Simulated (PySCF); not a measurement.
**Radial density of V⁺ (vanadium, charge +1)**

PW91, [Ar] 3d4, high-spin 5D determinant. Calculation: PySCF 2.14, in aug-cc-pwCVTZ (10s9p7d4f3g, 127 functions); no relativity, point nucleus.

| r (bohr) | 4πr²ρ (e/bohr) | 4πr²(ρα − ρβ) |
| --- | --- | --- |
| 0.00118 | 0.1360 | 0.0000 |
| 0.00199 | 0.3707 | 0.0000 |
| 0.00335 | 0.9854 | 0.0000 |
| 0.00563 | 2.510 | -0.0001 |
| 0.00947 | 5.954 | -0.0003 |
| 0.0159 | 12.53 | -0.0007 |
| 0.0268 | 21.65 | -0.0016 |
| 0.0450 | 27.27 | -0.0030 |
| 0.0758 | 23.12 | -0.0057 |
| 0.127 | 21.90 | -0.0001 |
| 0.214 | 29.58 | 0.1202 |
| 0.361 | 16.97 | 0.7163 |
| 0.607 | 9.741 | 1.9326 |
| 1.02 | 10.57 | 2.4414 |
| 1.72 | 2.989 | 1.4364 |
| 2.89 | 0.4261 | 0.3861 |
| 4.85 | 0.03140 | 0.0314 |
| 8.17 | 0.0004219 | 0.0004 |

Question: Where is the radial spin density 4πr²(ρα − ρβ) most negative, and why is it negative at all?

Answer: Around r = 0.0758 bohr, down to -0.0057 e/bohr: exchange with the open shell polarises the paired shells in an unrestricted calculation.
